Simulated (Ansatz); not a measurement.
A geometry relaxed with PBE0-D4/def2-TZVP (Ansatz, a first-principles code), charge 0, multiplicity 2:

```xyz
3

Cl     1.8590    -0.3632     0.0000
Ga    -0.0013     0.7328     0.0000
Cl    -1.8577    -0.3696     0.0000
```

Q: Write the SMILES of this molecule.

A: `[Cl][Ga][Cl]`
